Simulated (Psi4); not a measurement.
CH4O2Pb, singlet, at a GFN2-xTB geometry (such geometries of metal compounds can be far from the true shape) (core potentials on Pb); CAM-B3LYP/def2-TZVPPD (Psi4).

Here is a job for Psi4.
```
memory 2 GB

molecule mol {
0 1
  Pb   -0.076826    0.076748    0.446996
  O    -1.543860    1.192471   -0.584021
  H    -1.685593    1.268406   -1.522554
  O     1.067514   -0.875353   -1.011861
  C     1.287107   -1.098679   -2.360085
  H     0.596536   -0.529632   -2.995466
  H     2.313565   -0.811280   -2.622081
  H     1.163308   -2.165731   -2.586013
}

set basis def2-tzvppd
set reference rks

energy('cam-b3lyp')
print_variables()
```

What the program printed (banner, timings and long lists left out):

```
   => Loading Basis Set <=

    Name: DEF2-TZVPPD
    Role: ORBITAL
    Keyword: BASIS

    !!!  WARNING: ECP capability is in beta. Please check occupations closely.  !!!

         ---------------------------------------------------------
                                   SCF
               by Justin Turney, Rob Parrish, Andy Simmonett
                          and Daniel G. A. Smith
                              RKS Reference
         ---------------------------------------------------------

  ==> Geometry <==

    Molecular point group: c1
    Full point group: C1

    Geometry (in Angstrom), charge = 0, multiplicity = 1:

       Center              X                  Y                   Z               Mass
    ------------   -----------------  -----------------  -----------------  -----------------
         PB          -0.054383058795     0.054895591190     0.332481358277   207.976652500000
         O           -1.521417058795     1.170618591190    -0.698535641723    15.994914619570
         H           -1.663150058795     1.246553591190    -1.637068641723     1.007825032230
         O            1.089956941205    -0.897205408810    -1.126375641723    15.994914619570
         C            1.309549941205    -1.120531408810    -2.474599641723    12.000000000000
         H            0.618978941205    -0.551484408810    -3.109980641723     1.007825032230
         H            2.336007941205    -0.833132408810    -2.736595641723     1.007825032230
         H            1.185750941205    -2.187583408810    -2.700527641723     1.007825032230

  Running in c1 symmetry.

  Rotational constants: A =      0.21919  B =      0.07601  C =      0.05704 [cm^-1]
  Rotational constants: A =   6571.12246  B =   2278.59355  C =   1710.13626 [MHz]
  Nuclear repulsion =  183.258590543315336

  Charge       = 0
  Multiplicity = 1
  Electrons    = 48
  Nalpha       = 24
  Nbeta        = 24

  ==> Algorithm <==

  SCF Algorithm Type is DF.
  DIIS enabled.
  MOM disabled.
  Fractional occupation disabled.
  Guess Type is SAD.
  Energy threshold   = 1.00e-06
  Density threshold  = 1.00e-06
  Integral threshold = 1.00e-12

  ==> Primary Basis <==

  Basis Set: DEF2-TZVPPD
    Blend: DEF2-TZVPPD
    Number of shells: 87
    Number of basis functions: 241
    Number of Cartesian functions: 273
    Spherical Harmonics?: true
    Max angular momentum: 3

  Core potential: DEF2-TZVPPD
    Number of shells: 4
    Number of ECP primitives: 18
    Number of ECP core electrons: 60
    Max angular momentum: 3

  ==> DFT Potential <==

   => LibXC <=

    Version 7.1.2
    S. Lehtola, C. Steigemann, M. J. T. Oliveira, and M. A. L. Marques,  SoftwareX 7, 1–5 (2018) (10.1016/j.softx.2017.11.002)

   => Composite Functional: CAM-B3LYP <=

    CAM-B3LYP Hyb-GGA Exchange-Correlation Functional

    T. Yanai, D. P. Tew, and N. C. Handy,  Chem. Phys. Lett. 393, 51 (2004) (10.1016/j.cplett.2004.06.011)

    Deriv               =              1
    GGA                 =           TRUE
    Meta                =          FALSE

    Exchange Hybrid     =           TRUE
    MP2 Hybrid          =          FALSE

   => Exchange Functionals <=

    0.3500         Becke 88 [omega = 0.3300]
    0.4600   Short-range recipe for B88 functional - erf [omega = 0.3300]

   => Exact (HF) Exchange <=

    0.4600            HF,LR [omega = 0.3300]
    0.1900               HF

   => Correlation Functionals <=

    0.1900   Vosko, Wilk & Nusair (VWN5)
    0.8100   Lee, Yang & Parr

   => LibXC Density Thresholds  <==

    XC_HYB_GGA_XC_CAM_B3LYP:  1.00E-14

   => Molecular Quadrature <=

    Radial Scheme          =       TREUTLER
    Pruning Scheme         =           NONE
    Nuclear Scheme         =       TREUTLER

    Blocking Scheme        =         OCTREE
    BS radius alpha        =              1
    Pruning alpha          =              1
    Radial Points          =             75
    Spherical Points       =            302
    Total Points           =         173870
    Total Blocks           =           1335
    Max Points             =            256
    Max Functions          =            232
    Weights Tolerance      =       1.00E-15

   => Loading Basis Set <=

    Name: (DEF2-TZVPPD AUX)
    Role: JKFIT
    Keyword: DF_BASIS_SCF

  ==> Integral Setup <==

  SCF_SUBTYPE=INCORE selected. In-core MEM_DF algorithm will be used.
  Using in-core AOs.

  ==> MemDFJK: Density-Fitted J/K Matrices <==

    J tasked:                   Yes
    K tasked:                   Yes
    wK tasked:                  Yes
    Omega:                3.300E-01
    Algorithm:                 Core
    Schwarz Cutoff:           1E-12
    Mask sparsity (%):       4.6074
    Fitting Condition:        1E-10

   => Auxiliary Basis Set <=

  Basis Set: (DEF2-TZVPPD AUX)
    Blend: DEF2-UNIVERSAL-JKFIT
    Number of shells: 152
    Number of basis functions: 552
    Number of Cartesian functions: 716
    Spherical Harmonics?: true
    Max angular momentum: 6

  Minimum eigenvalue in the overlap matrix is 3.4399671277E-05.
  Reciprocal condition number of the overlap matrix is 3.3024626617E-06.
    Using symmetric orthogonalization.

  ==> Pre-Iterations <==

  SCF Guess: Superposition of Atomic Densities via on-the-fly atomic UHF (no occupation information).

   -------------------------
    Irrep   Nso     Nmo
   -------------------------
     A        241     241
   -------------------------
    Total     241     241
   -------------------------

  ==> Iterations <==

                           Total Energy        Delta E     RMS |[F,P]|

   @DF-RKS iter SAD:  -381.74490386864193   -3.81745e+02   0.00000e+00
   @DF-RKS iter   1:  -383.25008536186982   -1.50518e+00   5.05680e-03 ADIIS/DIIS
   @DF-RKS iter   2:  -381.90624332246296    1.34384e+00   8.90894e-03 ADIIS/DIIS
   @DF-RKS iter   3:  -383.81337823840272   -1.90713e+00   1.25147e-03 ADIIS/DIIS
   @DF-RKS iter   4:  -383.84070175381294   -2.73235e-02   5.57161e-04 ADIIS/DIIS
   @DF-RKS iter   5:  -383.84470684774749   -4.00509e-03   3.23893e-04 ADIIS/DIIS
   @DF-RKS iter   6:  -383.84680389800656   -2.09705e-03   4.23401e-05 DIIS
   @DF-RKS iter   7:  -383.84685101896690   -4.71210e-05   1.51789e-05 DIIS
   @DF-RKS iter   8:  -383.84685700987671   -5.99091e-06   2.90578e-06 DIIS
   @DF-RKS iter   9:  -383.84685743833325   -4.28457e-07   6.76195e-07 DIIS
  Energy and wave function converged.

  ==> Post-Iterations <==

   Electrons on quadrature grid:
      Ntotal   =   48.0000345404 ; deviation = 3.454e-05

    Orbital Energies [Eh]
    ---------------------

    Doubly Occupied:

[...]
    Virtual:

[...]
     241A    123.468008

    Final Occupation by Irrep:
              A
    DOCC [    24 ]
    NA   [    24 ]
    NB   [    24 ]

  @DF-RKS Final Energy:  -383.84685743833325

   => Energetics <=

    Nuclear Repulsion Energy =            183.2585905433153357
    One-Electron Energy =                -963.1901207058983800
    Two-Electron Energy =                 425.1809164030474903
    DFT Exchange-Correlation Energy =     -29.0962436787976806
    Empirical Dispersion Energy =           0.0000000000000000
    VV10 Nonlocal Energy =                  0.0000000000000000
    Total Energy =                       -383.8468574383332452

Computation Completed

Properties will be evaluated at   0.000000,   0.000000,   0.000000 [a0]

Properties computed using the SCF density matrix

 Multipole Moments:

 ------------------------------------------------------------------------------------
     Multipole            Electronic (a.u.)      Nuclear  (a.u.)        Total (a.u.)
 ------------------------------------------------------------------------------------

 L = 1.  Multiply by 2.5417464519 to convert [e a0] to [Debye]
 Dipole X            :        -10.5273917           10.7464552            0.2190635
 Dipole Y            :         10.5256669          -10.6841839           -0.1585170
 Dipole Z            :         61.5139199          -61.0692792            0.4446407
 Magnitude           :                                                    0.5204054

 ------------------------------------------------------------------------------------

  Variable Map:
  ----------------------------------------------------------------------------
[...]
  Array Variable Map:
  ----------------------------------------------------------------------------
[...]
[...]
```
